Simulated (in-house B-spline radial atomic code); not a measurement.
**BLYP excitations of Fe IX (Fe8+)**

Method: BLYP. Computed with a B-spline radial code for spherical atoms: linear response of the closed shell [Ne] 3s2 3p6 with the functional's adiabatic kernel; scalar-relativistic (spin-free one-electron X2C), finite nucleus, no spin-orbit coupling, no double excitations, S, P, D and F terms only. Only terms of natural parity with L up to 3 were computed.

Command:
```bash
python run_td.py task.json out
```
Settings (radii: box in bohr, nucleus in fm):
```
Z                        26
electrons                18
configuration            [Ne] 3s2 3p6
hamiltonian              x2c
method                   b88,lyp
box_radius               11.59
rms_radius               3.7377
intervals                70
```

Cost of the run: 0.7 s on 1 thread of Arm Neoverse N1 (shared host).

The lowest states, in the order of their Tamm-Dancoff energies; the method's threshold (minus the highest occupied level) is 220.21 eV. Labels give the largest channel, * marks a mixed state, and oscillator strengths are full-response dipole values. Semilocal kernels can invert the small singlet-triplet splittings of Rydberg terms. Energies in eV:

| state | full response | Tamm-Dancoff | oscillator strength |
| --- | --- | --- | --- |
| 3p → 3d 3P | 50.93 | 51.11 | - |
| 3p → 3d 3F | 51.45 | 51.65 | - |
| 3p → 3d 1F | 56.01 | 56.02 | - |
| 3p → 3d 1P | 72.30 | 75.35 | 2.91 |
| 3s → 3d 3D | 88.27 | 88.34 | - |
| 3s → 3d 1D | 93.83 | 93.96 | - |
| 3p → 4s 3P | 113.12 | 113.14 | - |
| 3p → 4s 1P | ? | ? | ? |
| 3p → 4p 3S | 123.75 | 123.78 | - |
| 3p → 4p 3D | ? | ? | - |

Q: Where does 3p → 4s 1P lie?

A: At 114.49 eV in full response, 114.53 eV in Tamm-Dancoff, oscillator strength 0.284.

Q: Where does 3p → 4p 3D lie?

A: At 124.58 eV in full response, 124.59 eV in Tamm-Dancoff.

Q: How large is the singlet-triplet splitting of 3p → 3d (F terms) in Tamm-Dancoff?

A: 4.37 eV, from the unrounded values.

Q: What polarisabilities and dispersion coefficient does the method give?

A: Dipole 0.4943 bohr³, quadrupole 0.3095 bohr⁵, C6 0.5695 hartree·bohr⁶ for two such species.
